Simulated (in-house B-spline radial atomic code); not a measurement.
## Removing one electron from the samarium ion Sm⁵⁶⁺

Closed shell [He] 2s2 (2p1/2)2. Computed with an all-electron radial atomic-structure program (B-spline basis): Koopmans values of Dirac-Hartree-Fock plus a diagonal self-energy, in second order or with its direct term screened (direct RPA, with the hole-particle interaction, or full time-dependent Hartree-Fock), linearised in energy; no-pair Dirac-Coulomb Hamiltonian, finite nucleus. Shifts add to the Koopmans value (the ΔSCF shift is orbital relaxation alone); the final value takes TDHF screening with Breit and QED.

The shells are closed in jj coupling only; the real ground state mixes other jj configurations.

Command:
```bash
python run_mb.py task.json out
```
Settings (nuclear radius in fm, box in bohr, cutoff in hartree; a minus after a letter marks j = l - 1/2):
```
basis_form          2
Z                   62
core_configuration  [He] 2s2 2p-2
rms_radius          5.0819
mass_number         152
speed_of_light      137.036
box_radius          2.346
lmax                7
intervals           56
virtual_cutoff      15376.0
```

Time taken, with all properties: 1.9 s on 1 thread of Intel(R) Xeon(R) Platinum 8488C, with other jobs on the host.

Energies in eV:

```json
{"subshell": "2p1/2", "Koopmans": "12285.78", "ΔSCF shift": "-1.486", "second order": "?", "direct RPA": "?", "hole-particle": "?", "TDHF": "?", "Breit + QED": "?", "final": "?"}
{"subshell": "2s1/2", "Koopmans": "12490.27", "ΔSCF shift": "-1.008", "second order": "-1.118", "direct RPA": "-0.921", "hole-particle": "-1.746", "TDHF": "-1.765", "Breit + QED": "-20.823", "final": "12467.68"}
```

(1) What does the self-energy do to 2p1/2?

## Answers

(1) It shifts the removal energy by 0.783 eV in second order, 1.070 with direct RPA, 0.635 with the hole-particle term and 0.584 with TDHF screening (quasi-particle weight 0.999); Breit and QED add -21.688 eV. The final value is 12264.67 eV, against 12264 ± 5 eV (NIST, tabulated theory).
